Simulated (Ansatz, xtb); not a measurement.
**Isomers of F2GeH5N2+ in order of energy**

3 gas-phase structures of F2GeH5N2+, found in a search over its isomers (lower ones may exist). Each was relaxed with GFN2-xTB:

A. `N[NH2+][GeH]([F])[F]`, a singlet
B. `[NH2][Ge]([NH3+])([F])[F]`, a singlet
C. `[NH3+][NH][GeH]([F])[F]`, a singlet

Estimate their order in r2SCAN-D4/def2-SVP energy at these geometries, lowest first.

Calculated order at r2SCAN-D4/def2-SVP: B (0.000), C (2.034), A (2.197) eV.

Energies above the lowest of each column, in eV; the last columns are at PBE-D3(BJ)/def2-SVP geometries:

| structure | GFN2-xTB | HF/STO-3G | r2SCAN-D4/def2-SVP | PBE-D3(BJ)/def2-SVP | CCSD(T)/def2-SVP + ΔMP2/def2-TZVPP |
| --- | --- | --- | --- | --- | --- |
| B | 0.000 | 0.000 | 0.000 | 0.000 | 0.000 |
| C | 1.244 | 2.486 | 2.034 | 1.810 | 2.141 |
| A | 1.480 | 2.037 | 2.197 | 2.001 | 2.224 |

Every level run on B puts it lowest or level with the lowest. Some further structures that were screened fall inside this span and aren't listed. Flexible structures stand in one conformer each, not always the lowest. The ΔMP2 step shifts differences by up to 0.163 eV, which makes them less sure. ΔMP2 is the change of the MP2 energy from the smaller to the larger basis.

Programs: Ansatz 0.2.0, xtb 6.7.1.
